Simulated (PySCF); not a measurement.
## Electron correlation in N⁺ (nitrogen, charge +1)

[He] 2s1 2p2 3s1, high-spin 5P determinant (an excited configuration). All numbers are calculated (PySCF 2.14, no relativity, point nucleus, in aug-cc-pV5Z). Frozen: 1s2; 4 electrons correlated.

MP2 pair energies summed by pair of shells (mhartree):

| pair | energy | share (%) |
| --- | --- | --- |
| 2p-2p | -7.95 | 42.1 |
| 2s-2p | -5.78 | 30.6 |
| 2p-3s | -3.85 | 20.4 |
| 2s-3s | -1.28 | 6.8 |

Total MP2 correlation energy: -18.86 mhartree.

Same-spin part -18.86 and opposite-spin part 0.00 mhartree; SCS-MP2 scales them by 1/3 and 6/5 to -6.29 mhartree.
